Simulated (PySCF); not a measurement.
Compound: C3H5F3O.
InChI=1S/C3H5F3O/c1-2-7-3(4,5)6/h2H2,1H3

Method used: TDDFT CAM-B3LYP/def2-SVPD, vertical, gas phase, core orbitals frozen in the response (PySCF). Isolated species at its GFN2-xTB geometry (one conformer only). Torsions of this conformer, `[CH3:1][CH2:2][O:3][C:4]([F:5])([F:6])[F:7]`: C1–C2–O3–C4 180°, C2–O3–C4–F5 -60°.

Computed states:

```
state  E (eV)       f
   S1    9.10  0.0011
   S2    9.85  0.0009
   S3   10.15   0.053
   S4   10.28   0.011
   S5   10.36   0.045
   S6   10.60  0.0008
   S7   10.88   0.064
   S8   10.91   0.050
```

Each state is given a Gaussian of 0.3 eV full width at half maximum, with ε(max) = 2.175×10⁸ f / Δν̃ (Δν̃ the width in cm⁻¹). The width is an assumption, not a result. The curve ends short of the highest state used, and states not computed would add to its high-energy end.

Task: Give the broadened spectrum and its maxima.

Result: 
E (eV), ε (L mol⁻¹ cm⁻¹) and a bar:
```
     8.65          0 
     8.70          1 
     8.75          2 
     8.79          5 
     8.84         12 
     8.89         25 
     8.94         45 
     8.98         63 
     9.03         85 
     9.08         98 
     9.13         96 
     9.17         85 
     9.22         63 
     9.27         41 
     9.32         22 
     9.36         12 
     9.41          5 
     9.46          3 
     9.51          3 
     9.55          5 
     9.60         12 
     9.65         24 
     9.70         47 
     9.74         78 
     9.79        151 #
     9.84        309 #
     9.89        643 ###
     9.93       1112 #####
     9.98       2024 ########
    10.03       3275 #############
    10.08       4689 ###################
    10.12       5749 ########################
    10.17       6762 ############################
    10.22       7293 ##############################
    10.27       7312 ##############################
    10.31       6975 #############################
```

Maxima: 136 nm (9.10 eV), ε about 99, made up of S1 (100%); 121 nm (10.25 eV), ε about 7400, made up of S3 (49%), S4 (14%) and S5 (37%) (ε in L mol⁻¹ cm⁻¹; maxima over ε = 5, shares over 10%).

Task: Coming from long wavelengths, where does ε first pass 100 L mol⁻¹ cm⁻¹?

Result: At about 127 nm (9.76 eV), 0.66 eV above S1.

Task: What would ε be at 10.25 eV, the highest of these maxima, with half the width (0.15 eV)?

Result: About 6800 L mol⁻¹ cm⁻¹ against 7370, a factor of about 0.9; a lone state at its own centre would give exactly 2.
